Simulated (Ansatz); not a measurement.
Reactions of BH9Si2Sn (`[BH2][SnH2][SiH2][SiH3]`).

Computed with Ansatz on PBE0-D4/def2-TZVP structures; ΔE is electronic, products minus reactants. CCSD(T)/CBS is the MP2 limit (def2-TZVPP, def2-QZVPP) plus CCSD(T) − MP2 in def2-TZVPP, frozen cores. This one scheme is used for every species. Functionals use def2-TZVPP. def2 core potentials past Kr. For Ge, I, Sn, Te outer-core shells are correlated without core-valence functions, which leaves a few kJ/mol of doubt a bond. Scalar relativity is left out up to krypton. One conformer a species, not always the lowest.

```tsv
reaction	CCSD(T)/CBS(def2) (kJ/mol)
`[BH2][SnH2][SiH2][SiH3]` + `O[SiH2]S` → `[SiH3]O[SiH2]S` + `[BH2][SnH2][SiH3]`	?
`[BH2][SnH2][SiH2][SiH3]` + HI → `BI` + `[SiH3][SiH2][SnH3]`	?
`[BH2][SnH2][SiH2][SiH3]` + `CSCF` → `[BH2][SnH2][CH2]F` + `CS[SiH2][SiH3]`	-9
`[BH2][SnH2][SiH2][SiH3]` + H₂ → `[SiH3][SiH2][SnH3]` + BH₃	?
`[BH2][SnH2][SiH2][SiH3]` + `[SiH3][SiH2][GeH2][SiH2][SiH3]` → `[SiH3][SiH2][SiH2][GeH2][SiH2][SiH3]` + `[BH2][SnH2][SiH3]`	0
`[BH2][SnH2][SiH2][SiH3]` + CH₄ → `[BH2][SnH2][CH3]` + disilane	66
`[BH2][SnH2][SiH2][SiH3]` + `OBF` → `[BH2][SnH2][BH]F` + `O[SiH2][SiH3]`	133
`[BH2][SnH2][SiH2][SiH3]` + `C1[SiH2][Te]1` → `[SiH3]C1[SiH2][Te]1` + `[BH2][SnH2][SiH3]`	-9
`[BH2][SnH2][SiH2][SiH3]` + `FCNCF` → `FCN[SiH2][SiH3]` + `[BH2][SnH2][CH2]F`	9
`[BH2][SnH2][SiH2][SiH3]` + `[SiH3]S` → `BS[SiH3]` + `[SiH3][SiH2][SnH3]`	-98
```

Task: Fill in the missing values. (Estimate.)

Result: Computed: `[BH2][SnH2][SiH2][SiH3]` + `O[SiH2]S` → `[SiH3]O[SiH2]S` + `[BH2][SnH2][SiH3]`: -91.8 kJ/mol; `[BH2][SnH2][SiH2][SiH3]` + HI → `BI` + `[SiH3][SiH2][SnH3]`: -80.3 kJ/mol; `[BH2][SnH2][SiH2][SiH3]` + H₂ → `[SiH3][SiH2][SnH3]` + BH₃: -17.8 kJ/mol.

Largest T1 diagnostic: 0.015, for `[BH2][SnH2][BH]F`.
